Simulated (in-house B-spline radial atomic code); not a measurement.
# RPA and G0W0 on CAM-B3LYP: Sn-

Configuration [Kr] 4d10 5s2 5p3, highest spin, mean-field start CAM-B3LYP. Computed with a B-spline radial code for spherical atoms: all electrons, scalar-relativistic (spin-free one-electron X2C), finite nucleus, each spin shell either full or empty, empty states to l = 9 with an (l + 1/2)⁻⁴ tail; G0W0 by contour deformation at full frequency.

The anion's configuration is assumed.

Spin-orbit coupling, left out, splits p levels strongly here.

Command:
```bash
python run_gw.py task.json out
```
Settings (radii: box in bohr, nucleus in fm):
```
Z                        50
electrons                51
configuration            [Kr] 4d10 5s2 5p3
hamiltonian              x2c
method                   camb3lyp
lmax                     9
rms_radius               4.6519
spin_polarised           True
box_radius               60
intervals                74
```

Cost of the run: 9 s on 1 thread of Arm Neoverse V2, on a shared host.

Energies (hartree):

```tsv
term	value
mean-field total	-6176.94331
Hartree-Fock functional on these orbitals	-6173.84161
direct second order	-4.3291
second-order exchange	1.1996
SOSEX correction	1.1161
```

Q: What is the RPA correlation energy, and what remains with SOSEX?

A: RPA gives -3.7943 hartree (-2.02 eV per electron); RPA + SOSEX gives -2.6782, and the second-order doubles -3.1294 hartree (no singles). RPA lacks exchange-type terms and so overcorrelates at short range.

Quasi-particle levels (eV):

```
level  occupied  mean field  Σx - vxc  Σc  QP weight  G0W0
5p up       yes      -0.579     -0.87   ?          ?     ?
```

G0W0 = mean field + (Σx - vxc) + Σc, with Σc (partial-wave tail included) taken at the quasi-particle energy. Only the outer levels were computed. Levels of low weight are left out.

Q: Where does G0W0 put 5p up?

A: At -1.511 eV, with Σc = -0.06 eV and a quasi-particle weight of 0.822. The tabulated removal energy is 1.112 eV (electron affinity of the neutral atom); the calculation leaves out spin-orbit coupling, Breit and QED terms, and what these don't explain is the method's own error.
